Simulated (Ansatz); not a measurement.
C$_{2}$H$_{6}$ClSn (SMILES [CH3][Sn]([CH3])[Cl]), doublet, geometry from GFN2-xTB (such geometries of metal compounds can be far from the true shape) (the spin is typed, not shown lowest) (all electrons, no relativity), with bond 3-2 at 1.8 times its length; CASSCF(5,4)/STO-3G in Ansatz (a first-principles code).

Ansatz was given this input:
Ansatz 0.2 input:
```yaml
crystal:
  periodic: [false, false, false]
  atoms:
    - {symbol: Sn, position_ang: [-0.34742551, 0.25273770, 0.21709681]}
    - {symbol: C, position_ang: [-1.58718776, -1.45821110, -0.75352840]}
    - {symbol: H, position_ang: [-0.54175519, -2.02628705, -2.30138404]}
    - {symbol: H, position_ang: [-2.55925946, -1.09407691, -1.06518616]}
    - {symbol: H, position_ang: [-1.69924056, -2.28252425, -0.05830250]}
    - {symbol: C, position_ang: [0.31183403, 1.74313332, -1.44138662]}
    - {symbol: H, position_ang: [0.71128764, 1.12183132, -2.23562116]}
    - {symbol: H, position_ang: [1.08246820, 2.40684154, -1.06588507]}
    - {symbol: H, position_ang: [-0.53674061, 2.31545712, -1.79777714]}
    - {symbol: Cl, position_ang: [1.70772204, -0.88471403, 0.59711000]}
basis:
  gaussian:
    orbitals: STO-3G
hamiltonian:
  xc: hf
correlation: {active_space: {window: {electrons: 5, orbitals: 4}}}
magnetization: {spin_polarized: false, initial_magnetization: 1}
```

Q: Write the output that Ansatz gives for this input, abridged.

A: 
```
Functional definition: HF
677 factors; integrals over basis functions are off by at most 3.8e-5 eV
mean field evaluation 1: about -176763.6438 eV, gradient 1.5e1 eV
mean field evaluation 2: about -176763.7312 eV, gradient 1.5e1 eV
mean field evaluation 4: about -176765.7028 eV, gradient 2.4e0 eV
mean field evaluation 8: about -176765.7803 eV, gradient 1.2e-3 eV
mean field evaluation 16: about -176765.7827 eV, gradient 1.8e-1 eV
mean field -176765.78026066 eV, -6496.0226084301 hartree, gradient 2.0e-6 eV, S^2 0.750000; 1 other end points of the search recorded, 0 dependent functions left out
reference -176765.78026066 eV, -6496.0226084301 hartree; 43, 42 occupied and 9, 10 virtual orbitals, 677 factors
state -176768.11121208 eV, -6496.1082693146 hartree
Total energy: -176768.11121208 eV, -6496.1082693146 hartree
```
